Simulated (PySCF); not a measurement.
Compound: CH8Cl2NSi3 (doublet state).
Numbering: `[SiH2:1][N:2]([SiH3:3])[SiH2:4][CH:5]([Cl:6])[Cl:7]` (hydrogens: H8, H9 on Si1; H10, H11, H12 on Si3; H13, H14 on Si4; H15 on C5)

Cartesian coordinates in Å at the GFN2-xTB level; atoms count from 1:
```
atom  x, y, z in Å
Si1   -1.0267   -1.5122    0.9930
N2    -0.7878   -0.0047    0.1080
Si3   -2.1729    1.0167   -0.2209
Si4    0.7291    0.6423   -0.3879
C5     2.1280   -0.5786    0.0846
Cl6    2.1908   -0.7986    1.8384
Cl7    3.6518    0.1247   -0.4776
H8    -0.1200   -2.5378    0.4836
H9    -0.9564   -1.2624    2.4281
H10   -2.2410    1.2265   -1.6655
H11   -3.3319    0.2972    0.2943
H12   -1.9848    2.3062    0.4425
H13    1.0504    1.8841    0.3138
H14    0.8000    0.7760   -1.8442
H15    2.0671   -1.5714   -0.3548
```

The hyperfine couplings belong to this conformer and change with its torsions.

Method used: PySCF 2.14.0, UKS B3LYP, pcH-1 on C Cl H N Si, non-relativistic, mean-field spin-orbit, GIAO. The structure is a single GFN2-xTB conformer in the gas phase; no vibrational or solvent corrections. GFN2-xTB frequencies show an imaginary mode (46i cm⁻¹), so this geometry is no minimum at that level. Couplings are sensitive to structure, and on GFN2-xTB geometries they can be far from those on DFT ones, by a factor of two or more for some ions and for spin on atoms past the first row. The SCF solution wasn't tested for stability.

**Question.** The isotropic 29Si couplings are -524.7, -32.6, -21.6 MHz. Assign them to Si1; Si3; Si4.

**Answer.** 
```json
{"site": "Si1", "a_iso (MHz)": "-524.7", "ρ(0) (bohr⁻³)": "+0.5917", "position": "largest spin population", "distance from Si1 (Å)": "0.00", "spin population": "+0.92", "largest |T| (MHz)": "168.3"}
{"site": "Si3", "a_iso (MHz)": "-32.6", "ρ(0) (bohr⁻³)": "+0.0367", "position": "2 bonds from Si1", "distance from Si1 (Å)": "3.03", "spin population": "0.00", "largest |T| (MHz)": "3.0"}
{"site": "Si4", "a_iso (MHz)": "-21.6", "ρ(0) (bohr⁻³)": "+0.0244", "position": "2 bonds from Si1", "distance from Si1 (Å)": "3.10", "spin population": "+0.01", "largest |T| (MHz)": "6.0"}
```

**Question.** Match the computed a_iso(1H) values +76.9, +4.9, +2.3, 0.0 MHz (means over equivalent nuclei) with the sites H8/H9; H10/H11/H12; H13/H14; H15.

**Answer.** 
```json
{"site": "H8/H9", "a_iso (MHz)": "+76.9", "ρ(0) (bohr⁻³)": "+0.0172", "position": "1 bond from Si1", "distance from Si1 (Å)": "1.46", "bound to": "Si1", "spin population there": "+0.92", "largest |T| (MHz)": "9.1"}
{"site": "H10/H11/H12", "a_iso (MHz)": "+2.3", "ρ(0) (bohr⁻³)": "+0.0005", "position": "3 bonds from Si1", "distance from Si1 (Å)": "3.66", "bound to": "Si3", "spin population there": "0.00", "largest |T| (MHz)": "3.6"}
{"site": "H13/H14", "a_iso (MHz)": "+4.9", "ρ(0) (bohr⁻³)": "+0.0011", "position": "3 bonds from Si1", "distance from Si1 (Å)": "4.06", "bound to": "Si4", "spin population there": "+0.01", "largest |T| (MHz)": "1.8"}
{"site": "H15", "a_iso (MHz)": "0.0", "ρ(0) (bohr⁻³)": "0.0000", "position": "4 bonds from Si1", "distance from Si1 (Å)": "3.38", "bound to": "C5", "spin population there": "0.00", "largest |T| (MHz)": "2.7"}
```

ρ(0) is the spin density at the nucleus and T the dipolar tensor; a_iso includes a spin–orbit part; entries for several nuclei are means. The largest Mulliken spin population is on Si1 (+0.92). The angles at Si1 add up to 335.5°, so it is pyramidal.

Class means assume fast exchange of nuclei equivalent by connectivity; if that motion is slow, each nucleus keeps its own coupling. The three 1H nuclei of mean +2.3 MHz run from -0.7 to 5.5 MHz in the frozen geometry. The 1H value of +76.9 MHz is a mean of couplings from 51.9 to 102.0 MHz in this one geometry, not an average over conformers. The 1H value of +4.9 MHz is a mean of couplings from -1.0 to 10.8 MHz in this one geometry, not an average over conformers.

On one thread of an Arm Neoverse V1, shared host with 32 logical CPUs at a one-minute load of 12, this took 2.3 min (with the writing of density and orbital grids) and 1.1 GiB of memory at its peak.
